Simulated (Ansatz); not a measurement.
Compare A (`Cc1ccnc(C)c1`) with its isomer B (`CNc1ccccc1`).

Gas-phase electronic energies from Ansatz, PBE0-D4/def2-TZVP geometries. CBS: MP2 limit from def2 TZ/QZ plus the TZ coupled-cluster correction, frozen cores. Functionals use def2-TZVPP. B3LYP here is the variant with VWN-RPA as its local correlation; programs differ in this. One conformer a species, not always the lowest.

A:

```xyz
17

C    -2.108   -0.038   -1.408
C    -0.743   -0.162   -0.808
C     0.277   -0.844   -1.461
C     1.513   -0.945   -0.847
N     1.798   -0.425    0.340
C     0.830    0.234    0.976
C     1.181    0.812    2.310
C    -0.443    0.383    0.433
H    -2.686    0.750   -0.925
H    -2.052    0.178   -2.477
H    -2.662   -0.975   -1.295
H     0.113   -1.290   -2.436
H     2.324   -1.473   -1.343
H     0.335    1.331    2.763
H     1.512    0.020    2.986
H     2.012    1.514    2.208
H    -1.201    0.931    0.983
```

B:

Z-matrix (Å, degrees):
```
C
N 1 1.436
H 1 1.090 2 108.9
H 1 1.094 2 110.8 3 -117.9
H 1 1.099 2 113.2 3 120.7
C 2 1.378 1 121.5 3 -175.4
H 2 1.005 1 115.5 3 -29.2
C 6 1.401 2 119.7 1 167.3
C 6 1.397 2 122.0 1 -14.2
C 8 1.380 6 120.8 2 178.2
H 8 1.086 6 119.2 2 -1.4
C 9 1.387 6 120.3 2 -177.9
H 9 1.082 6 120.2 2 2.0
C 10 1.390 8 120.8 6 -0.1
H 10 1.084 8 119.2 6 179.9
H 12 1.085 9 118.9 6 179.9
H 14 1.083 10 120.6 8 -179.9
```

**Question.** Which is lower in electronic energy at CCSD(T)/CBS, and by how much? (Best estimate.)

**Answer.** The calculation gave: A, by 6.4 kcal/mol.

**Question.** Give E(B) − E(A) in kcal/mol with MP2/def2-TZVPP, PBE0-D4, LDA (SPW92), ωB97M-V, HF/def2-TZVPP, BLYP-D4, B3LYP-D4. (Best estimate.)

**Answer.** The calculation gave: MP2/def2-TZVPP 6.7, PBE0-D4 5.2, LDA (SPW92) 2.4, ωB97M-V 6.2, HF/def2-TZVPP 7.8, BLYP-D4 5.5, B3LYP-D4 5.4. None reverses the order clearly.

Largest T1 diagnostic: 0.012.

At CCSD(T), def2-SVP lies +2.4 kcal/mol from the extrapolated value and def2-TZVPP +1.0 kcal/mol. Leaving LDA and LC-ωPBE aside and taking each functional with its dispersion term where it has one, the values, not all of them listed here, spread over 1.8 kcal/mol, from PBE-D4 to ωB97X-V. LDA lies −2.9 kcal/mol from PBE without D4.
